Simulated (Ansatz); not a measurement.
A search over several starts for the lowest SCF solution of SiCl₃F⁺, that is SiFCl3 with one electron fewer at the given spin, in a small basis.

```yaml
crystal:
  periodic: [false, false, false]
  atoms:
    - {symbol: Si, position_ang: [0.000410, -0.000544, 0.062813]}
    - {symbol: F, position_ang: [0.008253, -0.016255, 1.681419]}
    - {symbol: Cl, position_ang: [1.936206, 0.010156, -0.590973]}
    - {symbol: Cl, position_ang: [-0.976434, 1.682357, -0.560406]}
    - {symbol: Cl, position_ang: [-0.968435, -1.675704, -0.592843]}
basis:
  gaussian: {orbitals: def2-SVP}
total_charge: 1
magnetization: {spin_polarized: true, initial_magnetization: 1}
hamiltonian: {xc: pbe0, dispersion: d4}
output: {orbitals: {seedname: orbitals}}
```

```sh
$ ansatz run in.yaml --threads 4 --pin off --events-out ev --progress --plain --max-ram 3916MiB
```

Output, abridged:

```
Functional definition: PBE0
766 factors; integrals over basis functions are off by at most 8.4e-4 eV
mean field evaluation 1: about -48117.7938 eV, gradient 3.5e1 eV
mean field evaluation 2: about -48088.2593 eV, gradient 9.1e1 eV
mean field evaluation 4: about -48121.7096 eV, gradient 4.3e0 eV
mean field evaluation 8: about -48121.8445 eV, gradient 4.7e-1 eV
mean field evaluation 16: about -48121.8456 eV, gradient 7.1e-4 eV
mean field evaluation 32: about -48121.5512 eV, gradient 3.5e0 eV
mean field -48121.84563045 eV, -1768.4452087607 hartree, gradient 1.1e-5 eV, S^2 0.754858; 4 other end points of the search recorded, 0 dependent functions left out
reference -48121.84564929 eV, -1768.4452094528 hartree; 37, 36 occupied and 49, 50 virtual orbitals, 766 factors
Total energy: -48122.01563659 eV, -1768.4514563708 hartree
```

Hardware: 4 threads of Arm Neoverse V2 on a shared host. Wall time 2.7 s.
